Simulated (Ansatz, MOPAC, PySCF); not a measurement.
System: SiBrF$_{2}$, net charge 1, singlet state. SMILES of the parent species: F[Si](F)Br
Structure (B3LYP-D3(BJ)/def2-TZVP (Ansatz, a program for electronic structure) minimum search):
```xyz
4

Si    -0.5364     0.6754     0.0925
Br     0.7536    -0.9489    -0.1300
F     -0.0365     2.1264     0.1569
F     -2.0597     0.5132     0.2047
```
Charge +1, spin multiplicity 1.

Unscaled harmonic wavenumbers (cm⁻¹) in rising order, each level at the stationary point that it reaches from this structure (no distance between atoms moves by over 0.3 Å); the order of modes can differ between levels, and a negative number is imaginary. B3LYP-D3(BJ)/def2-TZVP (PySCF, at the structure above): 200, 272, 288, 493, 998, 1123.

AM1 (MOPAC): 176, 210, 217, 364, 1161, 1317. Zero-point energy 4.9 against 4.8 kcal/mol; where all levels lie over 400 cm⁻¹, the wavenumbers are on average 1.168 times those of B3LYP-D3(BJ)/def2-TZVP.

B3LYP/6-31G* with LANL2DZ past Ar (Ansatz): 195, 265, 271, 470, 990, 1139. Zero-point energy 4.8 against 4.8 kcal/mol; where all levels lie over 400 cm⁻¹, the wavenumbers are on average 1.003 times those of B3LYP-D3(BJ)/def2-TZVP.
